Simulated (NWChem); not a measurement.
**Basis-set convergence for H₃FSi**

SMILES: F[SiH3]
```xyz
5

Si     0.4952    -0.1172     0.0000
F     -1.0891     0.2577     0.0000
H      0.7942    -0.9121     1.2207
H      0.7942    -0.9121    -1.2207
H      1.2810     1.1453     0.0000
```
Charge 0, spin multiplicity 1.

All runs are NWChem calculations. All single points use one geometry, from B3LYP/def2-SVP, a minimum by its harmonic frequencies.

Quantity: dipole moment at the level PBE0.

The Pople sets run with spherical d functions. The structure started from a generated list of species.

| basis | functions | dipole moment (D) |
|---|---|---|
| STO-3G | 17 | 0.69 |
| 6-31G* | 38 | 1.41 |
| pcseg-1 | 47 | 1.68 |
| 6-311G** | 62 | 1.62 |
| def2-SVPD | 71 | 1.50 |
| cc-pVTZ | 106 | 1.34 |
| pcseg-2 | 106 | 1.52 |
| def2-TZVPP | 115 | 1.39 |
| cc-pVQZ | 204 | 1.39 |
| def2-QZVP | 217 | 1.40 |

Smallest basis within 0.03 D of def2-QZVP, the largest set run: 6-31G*, with 38 functions against 217 (also within reach: def2-TZVPP, cc-pVQZ). def2-QZVP isn't the basis-set limit itself, and a small set can land close by cancellation.
